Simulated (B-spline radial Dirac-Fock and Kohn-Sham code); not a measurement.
Ti⁺ 3s: cross section and angular parameters

System: the Ti⁺ ion in the configuration [Ar] 3d2 4s1; threshold 75.89 eV (orbital energy of the model). Level of theory: Dirac-Hartree-Slater photoionisation with a Latter tail; cross sections with all multipoles, angular parameters from the dipole term and its interference with E2; an atomic code on a B-spline grid.

The run's input, task.json:

```json
{"items": [{
  "Z": 22,
  "q": 1,
  "cfg": [[1, 0, 2], [2, 0, 2], [2, 1, 6], [3, 0, 2], [3, 1, 6], [3, 2, 2], [4, 0, 1]],
  "A": 48,
  "rrms": 3.5921,
  "do": "xps",
  "hv": [56.8, 63.1, 64.0, 102.0, 111.0, 119.0, 148.0, 150, 277.0, 384.0, 400, 693.0, 771.0, 800, 979.0, 1030.0, 1160.0, 1460.0, 1486.9, 2000, 2100.0, 2120.0, 2460.0, 4000, 4720.0, 6120.0, 7560.0, 9030.0, 9251.7, 15000]
}]}
```

Launch: `python xray2_run.py task.json out`

For linearly polarised light dσ/dΩ = σ/(4π) [1 + β P₂(cos θ) + (δ + γ cos²θ) sin θ cos φ], with θ from the polarisation vector and φ the angle between the beam and the projection of the electron momentum on the plane normal to the polarisation.

```
hν (eV)  σ (kb)      β       γ
    102     388  1.999   0.185
    111     366  1.999   0.208
    119     347  1.999   0.219
    148     283  1.999   0.219
    150     279  1.999   0.217
    277     127  2.000   0.092
    384    77.1  2.000   0.015
    400    72.2  2.000   0.007
    693    28.0  2.000  -0.049
    771    23.0  2.000  -0.045
    800    21.5  2.000  -0.042
    979    14.7  2.000  -0.015
   1030    13.3  2.000  -0.005
   1160    10.6  2.000   0.024
   1460    6.69  2.000   0.100
 1486.9    6.44  2.000   0.107
   2000    3.50  2.000   0.247
   2100    3.15  2.000   0.275
   2120    3.09  2.000   0.281
   2460    2.24  2.000   0.373
   4000   0.750  2.000   0.754
   4720   0.507  2.000   0.909
   6120   0.270  2.000   1.181
   7560       ?      ?       ?
   9030   0.101  1.999   1.650
 9251.7  0.0947  1.999   1.682
  15000  0.0261  1.999   2.395
```

Question: Give the values at 7560 eV.

Answer: σ = 0.159 kb, β = 1.999, γ = 1.426. For an s subshell δ is negligible.

Values without a named source are computed, but for edge energies of neutral atoms, which are taken from tables.
